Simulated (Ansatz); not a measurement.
`C[NH][Hf]([Cl])([Cl])[Cl]`. Charge 0, multiplicity 1. Hf takes the def2 core potential. The structure was optimised at the PBE0-D4/def2-TZVP level. It is one conformer, not always the lowest.

```xyz
10

C     1.501   -0.032    0.367
N     0.395    0.418   -0.459
Hf   -1.511   -0.087   -0.214
Cl   -1.626   -2.426   -0.347
Cl   -2.713    1.002   -1.898
Cl   -2.126    0.575    1.950
H     2.238   -0.595   -0.214
H     1.137   -0.697    1.156
H     2.006    0.805    0.859
H     0.697    1.038   -1.201
```

(1) What is the dipole moment at ωB97M-V/def2-TZVPP? (An estimate is asked.)

(2) And with PBE, r2SCAN, B3LYP? (An estimate is asked.)

(3) Give the Mulliken charges with ωB97M-V, r2SCAN, B3LYP in def2-TZVPP. (Best estimate.)

## Answers

(1) Ansatz gave: 2.94 D, with components (2.75, 0.88, -0.55) D in this frame, pointing from negative to positive charge.

(2) Ansatz gave: PBE 3.02 D, r2SCAN 3.08 D, B3LYP 3.00 D.

(3) Ansatz gave: 
```
atom  ωB97M-V  r2SCAN  B3LYP
  C1    -0.20   -0.01  -0.15
  N2    -0.33   -0.38  -0.35
 Hf3     0.75    0.87   0.84
 Cl4    -0.24   -0.28  -0.27
 Cl5    -0.22   -0.26  -0.25
 Cl6    -0.24   -0.28  -0.27
  H7     0.13    0.07   0.11
  H8     0.10    0.05   0.09
  H9     0.13    0.07   0.11
 H10     0.12    0.15   0.14
```

B3LYP here is the variant with VWN-RPA as its local correlation; programs differ in this.
